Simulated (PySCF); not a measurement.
Molfile (atoms numbered from 1):
```
H4O4Si
     RDKit          3D

  9  8  0  0  0  0  0  0  0  0999 V2000
    0.0294    0.9658   -1.3422 O   0  0  0  0  0  0  0  0  0  0  0  0
    0.0012    0.0026   -0.0054 Si  0  0  0  0  0  4  0  0  0  0  0  0
   -1.0216    0.7251    1.0657 O   0  0  0  0  0  0  0  0  0  0  0  0
   -0.4371   -1.4964   -0.5299 O   0  0  0  0  0  0  0  0  0  0  0  0
    1.4346   -0.1876    0.7850 O   0  0  0  0  0  0  0  0  0  0  0  0
   -0.0534    1.9080   -1.1695 H   0  0  0  0  0  0  0  0  0  0  0  0
   -0.8845    0.4811    1.9856 H   0  0  0  0  0  0  0  0  0  0  0  0
   -1.0446   -1.5068   -1.2751 H   0  0  0  0  0  0  0  0  0  0  0  0
    2.0031   -0.8798    0.4352 H   0  0  0  0  0  0  0  0  0  0  0  0
  1  2  1  0
  2  3  1  0
  2  4  1  0
  2  5  1  0
  1  6  1  0
  3  7  1  0
  4  8  1  0
  5  9  1  0
M  END
```

Geometry: PBE0-D3(BJ)/def2-SVP; GIAO shifts from PySCF 2.14.0 with density-fitted response routines, gas phase, non-relativistic, averaged over equivalent atoms.

At PBE0/cc-pVTZ (210 basis functions, 20 s wall time on 1 thread of an Arm Neoverse V1, shared host):
```tsv
atoms	δ (ppm)
O1/O3/O4/O5	48.4
Si2	-51.2
H6/H7/H8/H9	1.57
```

References, each an isolated molecule treated in the same way: H2O for 17O (σref 334.84); 29Si (σref 360.00), 1H (σref 31.29) against TMS.

Q: Estimate the result of repeating the calculation with PBE0/IGLO-III.

A: 
```tsv
atoms	δ at PBE0/IGLO-III	change
O1/O3/O4/O5	47.7	-0.7
Si2	-67.1	-15.9
H6/H7/H8/H9	1.43	-0.14
```

Shifts are taken against calculated references (same method and geometry level): 17O (σref 327.19) vs H2O; 29Si (σref 345.34) and 1H (σref 31.37) vs TMS.

The largest change is at Si2 (silicon bonded to 4 O). Cost: 224 basis functions, 20 s wall time on 1 thread of an Arm Neoverse V1, shared host.

Experimental scales use liquid or dissolved standards, which lie at an offset from isolated H2O (liquid H2O: subtract about 36 ppm).
